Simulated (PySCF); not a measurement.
Radial density of Ba⁴⁹⁺ (barium, charge +49)

TPSSh, [He] 2s2 2p3, high-spin 4S determinant. All numbers are calculated (PySCF 2.14, scalar relativity by spin-free X2C-1e, in an even-tempered Gaussian basis (19 s from 26 bohr⁻², ratio 2.2; 12 p from 33 bohr⁻², ratio 2.2; 5 d from 130 bohr⁻², ratio 2.4; 5 f from 190 bohr⁻², ratio 2.4; 4 g from 280 bohr⁻², ratio 2.4)).

```csv
r (bohr),4πr²ρ (e/bohr),4πr²(ρα − ρβ)
0.0224,63.81,5.3332
0.0377,42.86,16.6971
0.0635,47.99,30.5839
0.107,41.83,22.5067
0.180,7.403,3.5839
0.302,0.09033,0.0438
0.508,1.179e-05,0.0000
```

Densities and radii are taken from the X2C orbitals without a picture-change correction, which distorts them close to the nucleus.

Spin-orbit coupling, which splits the p, d and f shells strongly at this Z, is absent. Spin-orbit coupling is strong in this species (close to jj coupling), so the high-spin LS determinant is a model state, not a physical level.
